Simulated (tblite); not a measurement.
Compound: C6H3N2O (doublet state).
Cartesian coordinates in Å at the GFN2-xTB level; atoms count from 1:
```
atom  x, y, z in Å
N1    -1.735    2.308    1.152
C2    -0.792    1.710    0.890
C3     0.323    0.940    0.546
C4     1.649    1.169    0.772
O5     2.422    0.206    0.294
C6     1.621   -0.706   -0.274
C7     0.305   -0.324   -0.159
C8    -0.852   -1.051   -0.651
N9    -2.072   -0.781   -0.591
H10    2.070   -1.570   -0.722
H11   -0.581   -1.981   -1.151
H12   -2.357    0.080   -0.131
```

Computed geometry: GFN2-xTB, gas phase. This method treats the open shell by occupation alone, without spin polarisation.

Masses are those of the commonest isotopes; rigid-rotor values at the optimised geometry. The values belong to one conformer with, in the numbering `[H]/[N:9]=[CH:8]\[c:7]1[c:3]([C:2]#[N:1])[c:4][o:5][cH:6]1`, C6–C7–C8–N9 180°.

Problem. What are A, B and C (cm⁻¹)?

Solution. Ia = 201.21, Ib = 293.23, Ic = 494.43 u·Å²; 505379 MHz·u·Å²/I gives 2512, 1724 and 1022 MHz, that is A = 0.08378, B = 0.05749, C = 0.03409 cm⁻¹.

Problem. Classify the top.

Solution. An asymmetric top. Ray's parameter κ = (2B − A − C)/(A − C) = -0.058; −1 is the prolate and +1 the oblate limit.

Problem. Is it planar, by Δ = Ic − Ia − Ib?

Solution. Planar: Δ = Ic − Ia − Ib = 0.00 u·Å². For a rigid frame Δ = −2 Σ m c², so it vanishes when all atoms lie in the ab plane; here none is more than 0.01 Å from it.

Problem. Estimate the classical rotational partition function at 10 K, 50 K and 298.15 K.

Solution. Point group Cs, symmetry number σ = 1; q = (√π/σ)·√((kT/h)³/(ABC)), k/h = 20836.6 MHz/K: 2530 at 10 K, 28300 at 50 K, 413000 at 298.15 K.

For this open shell read J as N, the rotation without spin; fine and hyperfine splittings come on top. Its GFN2-xTB frequencies are all real (lowest 98 cm⁻¹). Zero-point vibration and centrifugal distortion are left out.
